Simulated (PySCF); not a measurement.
# Electrostatic potential from atomic charges

Species: `O1C(C(O[Si]1(C)C)=O)=O`. Coordinates (GFN2-xTB, Å) and charges (e) from the PBE0/pcSseg-1 density (PySCF):

```tsv
atom	x	y	z	Mulliken	IAO	Hirshfeld	ESP-fitted
C1	-1.332	-1.348	-0.853	-0.6367	-0.7475	-0.2055	-0.8776
Si2	-0.333	0.022	-0.020	+1.1959	+1.4520	+0.5410	+1.1829
C3	-1.228	1.529	0.684	-0.6368	-0.7475	-0.2055	-0.8679
O4	0.701	-0.629	1.124	-0.5463	-0.5799	-0.2028	-0.5076
C5	1.991	-0.506	0.811	+0.4276	+0.4586	+0.1945	+0.5573
O6	2.890	-0.898	1.487	-0.3217	-0.3811	-0.2272	-0.4475
C7	2.128	0.215	-0.545	+0.4276	+0.4586	+0.1944	+0.5620
O8	3.151	0.473	-1.098	-0.3219	-0.3814	-0.2275	-0.4487
O9	0.918	0.514	-1.017	-0.5462	-0.5800	-0.2026	-0.5097
H10	-2.049	-1.775	-0.160	+0.1572	+0.1732	+0.0556	+0.2239
H11	-1.887	-0.955	-1.699	+0.1573	+0.1733	+0.0557	+0.2237
H12	-0.697	-2.154	-1.216	+0.1648	+0.1776	+0.0594	+0.2347
H13	-0.539	2.241	1.133	+0.1647	+0.1776	+0.0594	+0.2317
H14	-1.942	1.232	1.444	+0.1571	+0.1731	+0.0556	+0.2213
H15	-1.776	2.045	-0.097	+0.1573	+0.1734	+0.0557	+0.2214
```

Points outside the species (Å): A (-4.7, 2.2, -2.6); B (1.2, -5.1, -7.5); C (5.8, 3.7, -1.7); D (6.3, -2.1, 1.0); E (4.2, 2.3, 2.9).

Q: Find the potential V = 14.3996 V·Å × Σ q/r of each set of charges at these points.

A: In volts:

```csv
point,nearest atom,distance (Å),Mulliken,IAO,Hirshfeld,ESP-fitted
A,H15,3.85,+0.392,+0.459,+0.308,+0.403
B,H12,7.19,+0.011,+0.014,+0.010,+0.021
C,O8,4.22,-0.328,-0.392,-0.280,-0.381
D,O6,3.65,-0.485,-0.597,-0.447,-0.589
E,O6,3.73,-0.272,-0.334,-0.280,-0.285
```

Q: How far are the other sets from the ESP-fitted one at these points?

A: Root-mean-square difference: IAO 0.034 V, Mulliken 0.053 V, Hirshfeld 0.089 V. The ESP scheme is a least-squares fit of atom-centred charges to the potential on four shells outside the van der Waals surface, with the total charge fixed.

Q: What energy would a point charge of -2 e have at D in the field of the ESP charges, leaving out polarisation?

A: +1.177 eV = +113.6 kJ/mol, a repulsion.

Geometry: GFN2-xTB; no solvent, vibrations or thermal averaging.

The run behind these numbers computed NMR shieldings as well. The run took about 80 s of CPU time (one thread, shared machine).
